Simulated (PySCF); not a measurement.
Question: Give a GFN2-xTB geometry of InChI=1S/C11H12/c1-9-8-11(9,2)10-6-4-3-5-7-10/h3-7H,1,8H2,2H3/t11-/m0/s1.

Answer: 
```xyz
23
C11H12 angstrom
C     -2.8238    0.7173   -0.9898
C     -2.0066    0.4483   -0.0058
C     -1.5764    0.6995    1.3679
C     -0.8873   -0.3663    0.5063
C     -1.1991   -1.8103    0.8486
C      0.4906   -0.0652    0.0281
C      1.5437   -0.9530    0.2238
C      2.8183   -0.6487   -0.2210
C      3.0676    0.5474   -0.8695
C      2.0285    1.4404   -1.0685
C      0.7556    1.1375   -0.6245
H     -2.7555    0.2052   -1.9363
H     -3.5973    1.4639   -0.8982
H     -2.2040    0.3631    2.1816
H     -1.0312    1.6075    1.5859
H     -0.6827   -2.1168    1.7574
H     -2.2689   -1.9292    1.0073
H     -0.9007   -2.4676    0.0338
H      1.3787   -1.8915    0.7295
H      3.6217   -1.3525   -0.0579
H      4.0625    0.7816   -1.2183
H      2.2100    2.3777   -1.5749
H     -0.0487    1.8387   -0.7953
```

Orientation and origin are arbitrary. Atoms count from 1 in this order. The 6-membered ring C6–C7–C8–C9–C10–C11 has internal angles of 118.2° to 121.0°; it is planar, 0.00 Å rms from its mean plane, widest ring torsion 0°. The 12 C–C bonds span 1.307 Å (C1=C2, drawn double) to 1.534 Å (C3–C4, drawn single), a spread of 0.227 Å. The 3-membered ring C2–C3–C4 has internal angles of 58.0° to 63.0°. Of the pairs four or more bonds apart, C2···H23 is among the closest relative to their van der Waals radii: 2.53 Å, 87 % of the sum of Bondi's values.

Bonds between heavy atoms (Å): C1=C2 1.307, C2–C3 1.461, C3–C4 1.534, C4–C5 1.516, C4–C6 1.489, C6–C7 1.391, C7–C8 1.384, C8–C9 1.383, C9–C10 1.385, C10–C11 1.382, C2–C4 1.476, C6–C11 1.394.

Structure optimised with GFN2-xTB, isolated species.

Point group: C1 (no symmetry element, even within 0.4 Å). GFN2-xTB frequencies: not computed here. One conformer, not necessarily the lowest (C3–C4–C6–C7 128°).
